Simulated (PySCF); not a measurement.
# Relaxation of singlet WO₂I₂

Level of theory: PBE0 in PySCF with W def2-SVP with ECP60, O def2-SVP, I def2-SVP with ECP28; scalar-relativistic core potentials, no spin–orbit coupling; density-fitted integrals. A (50,194) grid was used.

A hand-made see-saw (ligand arrangement 1) start, of C2v symmetry, held to at least that symmetry:

```xyz
5
charge 0 multiplicity 1, angstrom
W     0.0000    0.0000   -0.2013
O     1.3948    0.0000    0.8884
O    -1.3948    0.0000    0.8884
I     0.0000    2.6897    0.0340
I     0.0000   -2.6897    0.0340
```

Optimiser trace:
| step | E − E(last) (kJ/mol) | largest gradient (Eh/bohr) |
| --- | --- | --- |
| 0 | 270.11 | 0.16166 |
| 1 | 179.82 | 0.03549 |
| 2 | 124.08 | 0.01685 |
| 3 | 73.63 | 0.02120 |
| 4 | 45.83 | 0.02340 |
| 5 | 21.88 | 0.01819 |
| 6 | 3.96 | 0.01008 |
| 7 | 0.27 | 0.00448 |
| 8 | 0.05 | 0.00289 |
| 9 | 0.00 | 0.00017 |
| 10 | 0.00 | 0.00001 |

It ends at C2v with W–I 2.619 Å (×2), W–O 1.693 Å (×2); I–W–I 114.7°, I–W–O 108.8° (×4), O–W–O 106.6° (after a last refinement on a finer grid). A frequency run shows a minimum. Other isomers or separated fragments may lie lower.

Final geometry:
```xyz
5
charge 0 multiplicity 1, angstrom
W     0.0000    0.0000    0.6946
O     1.3578    0.0000    1.7059
O    -1.3578    0.0000    1.7059
I     0.0000    2.2047   -0.7188
I     0.0000   -2.2047   -0.7188
```

No spin–orbit coupling is included, which matters more the heavier the element.

The relaxation took of the order of 2.1 core-minutes on a shared host.
